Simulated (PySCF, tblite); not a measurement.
C₆H₁₃NO₂Si.
Geometry (GFN2-xTB, Å), atoms numbered from 1 in this order:
```
atom  x, y, z in Å
C1     1.6441    2.2285   -0.4533
N2     1.6656    1.1711    0.2088
Si3    1.8507   -0.4903   -0.1963
C4     0.2147   -1.3113    0.3602
C5     0.4249   -2.7918    0.6538
C6    -0.8963   -1.1546   -0.6893
C7    -1.1001    0.3030   -0.9910
O8    -0.5961    0.9018   -1.9076
O9    -1.8967    0.8812   -0.0855
C10   -2.0912    2.2814   -0.2130
H11    1.7621    2.2889   -1.5360
H12    1.4935    3.1745    0.0651
H13    2.1394   -0.8950   -1.5767
H14    2.9366   -0.8851    0.7013
H15   -0.1284   -0.8261    1.2784
H16    0.7564   -3.3175   -0.2390
H17   -0.4978   -3.2572    0.9997
H18    1.1821   -2.9215    1.4226
H19   -1.8290   -1.5774   -0.3096
H20   -0.6116   -1.6648   -1.6103
H21   -1.1762    2.8105    0.0626
H22   -2.3507    2.5363   -1.2428
H23   -2.9007    2.5424    0.4643
```

Computed with PBE0/pcSseg-1 in PySCF (dipole) on a GFN2-xTB geometry, gas phase.

Masses are those of the commonest isotopes; rigid-rotor values at the optimised geometry. The values belong to one conformer with, in the numbering `[CH2:1]=[N:2][SiH2:3][C@H:4]([CH3:5])[CH2:6][C:7](=[O:8])[O:9][CH3:10]`, C1–N2–Si3–C4 -118°, N2–Si3–C4–C5 -155°, Si3–C4–C6–C7 -56°, C4–C6–C7–O8 96°, C6–C7–O9–C10 176°.

**Question.** Give the principal moments of inertia and the rotational constants in GHz.

**Answer.** Ia = 359.23, Ib = 518.64, Ic = 739.75 u·Å²; 505379 MHz·u·Å²/I gives 1407, 974.4 and 683.2 MHz, that is A = 1.4068, B = 0.9744, C = 0.6832 GHz.

**Question.** Classify the top.

**Answer.** An asymmetric top: κ = (2 × 974.4 − 1407 − 683.2)/(1407 − 683.2) = -0.20.

**Question.** What does the inertial defect say?

**Answer.** Not planar: Δ = Ic − Ia − Ib = -138.12 u·Å². For a rigid frame Δ = −2 Σ m c², so Σ m c² = 69.06 u·Å² lies off the ab plane: 14.16 from hydrogen and 54.90 from heavier atoms. The atom farthest from that plane is 1.61 Å away.

**Question.** Where do the levels up to J = 5 lie, in MHz?

**Answer.** Above 0(0,0):
J = 1: 1(0,1) 1658, 1(1,1) 2090, 1(1,0) 2381
J = 2: 2(0,2) 4868, 2(1,2) 5114, 2(1,1) 5988, 2(2,1) 7285, 2(2,0) 7390
J = 3: 3(0,3) 9486, 3(1,3) 9593, 3(1,2) 11314, 3(2,2) 12258, 3(2,1) 12717, 3(3,1) 15205, 3(3,0) 15231
J = 4: 4(0,4) 15448, 4(1,4) 15485, 4(1,3) 18233, 4(2,3) 18804, 4(2,2) 19927, 4(3,2) 21991, 4(3,1) 22155, 4(4,1) 25909, 4(4,0) 25914
J = 5: 5(0,5) 22754, 5(1,5) 22766, 5(1,4) 26582, 5(2,4) 26860, 5(2,3) 28927, 5(3,3) 30454, 5(3,2) 31006, 5(4,2) 34429, 5(4,1) 34472, 5(5,1) 39420, 5(5,0) 39421
Those of J = 1 are B + C, A + C and A + B.

**Question.** Which lines would a microwave search look for?

**Answer.** The dipole components are |μa| = 1.01 D, |μb| = 0.72 D, |μc| = 0.56 D. Intensities carry the squares of the components, which stand as 1.00 : 0.52 : 0.31 (a : b : c). Some lines, for components of 0.1 D or more:

```csv
type,branch,"J(Ka,Kc)",MHz,lower level (cm⁻¹)
a,Q,"3(2,1) ← 3(2,2)",459,0.409
b,Q,"1(1,0) ← 1(0,1)",724,0.055
a,Q,"4(2,2) ← 4(2,3)",1123,0.627
b,Q,"3(2,1) ← 3(1,2)",1403,0.377
b,Q,"2(2,1) ← 2(1,2)",2171,0.171
b,Q,"4(3,1) ← 4(2,2)",2229,0.665
c,Q,"3(3,1) ← 3(2,1)",2488,0.424
b,Q,"3(2,2) ← 3(1,3)",2665,0.320
a,R,"2(1,2) ← 1(1,1)",3024,0.070
b,Q,"4(2,3) ← 4(1,4)",3318,0.517
a,R,"2(1,1) ← 1(1,0)",3606,0.079
a,Q,"5(1,4) ← 5(1,5)",3816,0.759
b,R,"4(2,2) ← 3(3,1)",4721,0.507
b,R,"3(1,3) ← 2(0,2)",4725,0.162
b,R,"5(3,2) ← 4(4,1)",5096,0.864
a,R,"4(2,3) ← 3(2,2)",6546,0.409
b,R,"3(2,1) ← 2(1,2)",7603,0.171
c,R,"3(3,0) ← 2(2,0)",7841,0.247
a,R,"5(4,1) ← 4(4,0)",8558,0.864
c,R,"4(3,1) ← 3(2,1)",9438,0.424
c,R,"4(3,2) ← 3(2,2)",9733,0.409
b,R,"4(4,1) ← 3(3,0)",10678,0.508
b,R,"5(4,2) ← 4(3,1)",12273,0.739
b,R,"5(5,0) ← 4(4,1)",13511,0.864
```

Its GFN2-xTB frequencies are all real (lowest 26 cm⁻¹). Zero-point vibration and centrifugal distortion are left out. A rigid rotor knows nothing of internal rotation, which can split or shift real lines. Quadrupole hyperfine structure (14N) is left out.
